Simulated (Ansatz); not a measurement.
AlI₃. Total charge 0; singlet. Geometry r2SCAN-D4/def2-SVP, basis def2-TZVP, Ansatz.

```tsv
run	HOMO (eV)	LUMO (eV)
A	-8.94	-1.04
B	-6.56	-2.60
C	-10.17	0.92
D	-9.82	-0.30
E	-7.74	-1.98
F	-7.35	-2.34
```

In the def2 sets I takes a core potential; there is no spin–orbit coupling. HSE06 is defined as in plane-wave codes, on full-range PBE exchange.

Problem. The runs used CAM-B3LYP, HF, HSE06, PBE0, revPBE, ωB97M-V. Estimate which is which.

Solution. A CAM-B3LYP (range-separated); B revPBE (0 % exact exchange); C HF (100 % exact exchange); D ωB97M-V (range-separated); E PBE0 (25 % exact exchange); F HSE06 (range-separated). Exact exchange lowers occupied and raises empty levels; among semilocal functionals meta-GGAs tend to open the gap a little, and such runs are hard to tell apart. The gap grows from 3.96 eV (revPBE) to 11.09 eV (HF).
